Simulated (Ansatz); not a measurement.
Bond stretch in BH, singlet.

Levels: UKS-CAM-B3LYP = unrestricted CAM-B3LYP/cc-pVQZ (Ansatz, a first-principles code); FCI = full CI/cc-pVQZ, frozen core (Ansatz).

Energies relative to the lowest point of each curve near equilibrium, in kcal/mol:

```csv
R / Å,UKS-CAM-B3LYP
1.05,9.5
1.12,3.0
1.16,1.1
1.32,1.6
1.46,8.3
1.89,38.5
2.06,50.4
2.73,75.3
3.01,78.8
3.31,81.0
4.37,83.1
5.03,83.3
```

Task: Predict the corresponding FCI column.

Result: 1.05: 10.2; 1.12: 3.4; 1.16: 1.3; 1.32: 1.4; 1.46: 7.7; 1.89: 35.5; 2.06: 45.6; 2.73: 72.5; 3.01: 77.9; 3.31: 81.2; 4.37: 84.1; 5.03: 84.3 (kcal/mol).

The unrestricted determinant behind UKS-CAM-B3LYP is spin-contaminated at 0.98 to 1.36, 2.24 to 5.03 Å (<S²> up to 1.0, against 0.00 for a pure singlet).
